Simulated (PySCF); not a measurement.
## Structure from NMR data

An unknown has the formula C$_{3}$H$_{11}$ClSi$_{2}$. Its calculated NMR data are:

1H NMR (400 MHz, computed): δ 5.37 (m, 1H), 3.48 (d, 3H), 1.43 (m, 1H), 1.19 (d, 3H), 1.00 (d, 3H).

13C{1H} NMR (computed): δ 24.2, 19.0, 18.2.

One computed conformer, non-relativistic Hamiltonian, equivalent nuclei averaged, isolated molecule. Shieldings: GIAO PBE0/pcSseg-1; coordinates at the GFN2-xTB level; PySCF 2.14.0 with density-fitted response routines.

δ = σ(ref) − σ, references computed at the same level: 1H (σref 31.72) and 13C (σref 186.93) against TMS.

Deduce the structure.

Results:


The formula gives 0 degrees of unsaturation. 3 carbon signals for 3 carbons: no two carbons are equivalent. Carbon types of the structure: 1 × CH, 2 × CH3, leaving 4 H on heteroatoms. δC 24.2: sp3 CH bonded to Si. δC 19.0, 18.2: methyl carbon; saturated and bonded to C and H only. δH 5.37: hydrogen on a silicon bonded to C, Cl, Si. δH 3.48: hydrogen on a silicon bonded to Si. δH 1.43: hydrogen on an sp3 CH bonded to Si. δH 1.19, 1.00: hydrogen on a methyl carbon.

These data were computed for SMILES CC(C)[Si@H]([SiH3])Cl.

The shifts were computed for this structure.

Shifts are as computed. Against solution values, carbons near 30 ppm lie about +3 ppm off and those near 130 ppm about +5 ppm. Of 1211 compounds with measured shifts, 218 miss one by over three times the rms of a fit or turn the order of signals round; such compounds aren't used in these exercises. No couplings were computed; multiplicities are counted from neighbouring protons, with m where these are inequivalent, close in shift, in a saturated or five-membered ring or joined by F or P, and br s for small geminal =CH2 splittings.
